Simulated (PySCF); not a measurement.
## How methods differ on the ionisation energy of Hf⁵⁹⁺

Hf⁵⁹⁺ [Ne] 3s2 3p1 [3p1/2^1, M_J = 1/2] → Hf⁶⁰⁺ [Ne] 3s2, as a difference of total energies. All numbers are calculated (PySCF 2.14, the two-component X2C-1e Hamiltonian, in an even-tempered Gaussian basis (18 s from 18 bohr⁻², ratio 2.4; 14 p from 24 bohr⁻², ratio 2.4; 4 d from 78 bohr⁻², ratio 2.6; 4 f from 120 bohr⁻², ratio 2.6)). Correlated levels: 1s2 frozen; the 54 highest virtual spinors dropped. "Screened" scales the spin-orbit matrix elements by Boettger's factors to mimic the two-electron term; Breit and QED terms are absent.

| method | ionisation energy (eV) |
| --- | --- |
| GHF (spin-free) | 6061.3 |
| GMP2 (spin-free) | 6061.8 |
| GHF (screened spin-orbit) | 6290.7 |
| GMP2 (screened spin-orbit) | 6290.8 |

Breit and QED terms and the two-electron picture change are absent.

The spin-free rows lack the spin-orbit shift.

For comparison: 6284 ± 7 eV (theoretical estimate listed by NIST; NIST Atomic Spectra Database, ionization energies).
